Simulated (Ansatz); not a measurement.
CH5InO2Si, SMILES `O=[CH][InH][SiH2]O`, relaxed with RKS PBE0-D4/def2-TZVP in the Gaussian-basis code of Ansatz from a GFN2-xTB geometry. The force threshold is 0.005 eV/Å; the program also tests the step.

Total charge 0; spin multiplicity 1. In takes the def2 core potential.

Start:

```xyz
10

O    -1.988    0.065    0.268
C    -1.890    0.532   -0.860
In    0.374    0.470   -1.397
Si    1.478   -0.178    0.913
O     0.385   -1.186    1.551
H    -2.855    0.792   -1.366
H     0.702    0.426   -3.224
H     2.685   -1.011    0.867
H     1.654    1.030    1.747
H    -0.545   -0.941    1.501
```

```
         step  energy (eV)  largest force (eV/Å)  largest move (Å)
            1  -18257.1319                 1.096             0.000
            2  -18257.2933                 1.409             0.195
            3  -18257.3124                 2.148             0.132
            4  -18257.3659                 1.485             0.045
            5  -18257.4190                 0.331             0.106
 6 (rejected)  -18257.4164                 0.333             0.126
            7  -18257.4284                 0.122             0.062
            8  -18257.4326                 0.088             0.093
            9  -18257.4348                 0.076             0.049
           10  -18257.4358                 0.106             0.032
           11  -18257.4365                 0.081             0.055
           13  -18257.4387                 0.093             0.038
           15  -18257.4395                 0.021             0.026
           17  -18257.4398                 0.028             0.007
           19  -18257.4399                 0.025             0.014
           21  -18257.4400                 0.013             0.009
           23  -18257.4400                 0.009             0.007
           25  -18257.4400                 0.028             0.013
           27  -18257.4401                 0.010             0.003
29 (rejected)  -18257.4400                 0.025             0.003
           31  -18257.4401                 0.009             0.017
           33  -18257.4401                 0.002             0.003
```

End:

```xyz
10

O    -2.130   -0.193    0.268
C    -1.858    0.207   -0.844
In    0.333    0.474   -1.346
Si    1.446   -0.222    0.872
O     0.214   -0.699    1.851
H    -2.714    0.413   -1.533
H     0.764    1.025   -2.922
H     2.420   -1.335    0.692
H     2.201    0.913    1.479
H    -0.677   -0.584    1.485
```

It took 2.4 min on 4 threads of an Arm Neoverse V1 on a shared host, with 0.63 GiB of host memory at the peak.
